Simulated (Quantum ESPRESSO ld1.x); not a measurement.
All-electron atom: P11+ in [He] 2s2.

Method: scalar-relativistic Kohn-Sham, LDA (Slater exchange, VWN5 correlation), spin-polarised, spherical densities, point nucleus; computed with ld1.x of Quantum ESPRESSO 7.5.

Energy parts (hartree):
part                     energy
total                 -258.2005
kinetic                259.3567
electron-nucleus      -540.6098
Hartree                 33.6780
exchange-correlation   -10.6254

Orbitals (lengths in bohr, moments of r in powers of bohr; r(max) is where P^2 peaks):
orbital  occ.  eigenvalue (hartree)  r(max)    <r^2>
1s          2              -94.3058   0.068  0.01427
2s          2              -19.6805   0.381   0.2308
2p          0              -18.5771   0.305   0.1797
3s          0              -7.94870    1.00    1.258

The highest occupied level is 2s at -535.53 eV. Summed over all electrons, <r^2> = 0.4902 bohr^2, which gives a Langevin (diamagnetic) susceptibility term of -0.388 x 10^-6 cm^3/mol. For comparison, the ionisation energy in NIST's Atomic Spectra Database is 560.6 eV (semi-empirical). In exact Kohn-Sham theory the highest level is minus the ionisation energy, but local and semilocal functionals leave it too shallow, through self-interaction and a potential that decays too fast; potentials with the right tail come closer. The density falls to 0.001 e/bohr^3 at r = 1.21 bohr.
